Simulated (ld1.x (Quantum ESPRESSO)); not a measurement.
# Reading a pseudo-wave (P)

Columns: radius, all-electron u(r) and pseudo u(r) of the 3p shell (level -5.51 eV) of phosphorus in the configuration [Ne] 3s2 3p3; PBE, scalar-relativistic, RRKJ scheme, ld1.x (Quantum ESPRESSO) 7.5.

```csv
r (bohr),all-electron,pseudo
0.088,0.1102,-0.0027
0.175,0.2380,-0.0111
0.262,0.2941,-0.0256
0.350,0.2814,-0.0475
0.438,0.2205,-0.0772
0.525,0.1332,-0.1146
0.612,0.0335,-0.1599
0.700,-0.0699,-0.2127
0.788,-0.1697,-0.2706
0.875,-0.2611,-0.3306
0.962,-0.3432,-0.3906
1.050,-0.4164,-0.4488
1.138,-0.4796,-0.5021
1.225,-0.5325,-0.5481
1.312,-0.5762,-0.5867
1.400,-0.6115,-0.6180
1.487,-0.6384,-0.6417
1.575,-0.6581,-0.6594
1.662,-0.6710,-0.6712
1.750,-0.6783,-0.6783
1.838,-0.6804,-0.6804
1.925,-0.6783,-0.6783
2.012,-0.6725,-0.6725
2.100,-0.6635,-0.6635
2.188,-0.6519,-0.6519
2.275,-0.6385,-0.6385
```

Q: How many radial nodes do the two functions have?

A: The all-electron 3p function has n − l − 1 = 1; the pseudo-wave has 0, since the states of the same l below it are removed with the core.

Q: At about which radius was the pseudo-wave matched?

A: 1.75 bohr. The columns agree to 0.0005 from 1.66 bohr on; several derivatives are matched, so the curves merge somewhat inside the radius.

Q: Where does each function peak?

A: Outermost all-electron maximum near 1.84 bohr, pseudo maximum near 1.84 bohr (to the table’s step).

Q: Is the pseudo-wave norm-conserving?

A: Yes: the RRKJ scheme keeps the norm inside the radius equal to the all-electron one, which fixes the energy derivative of the logarithmic derivative at the level.
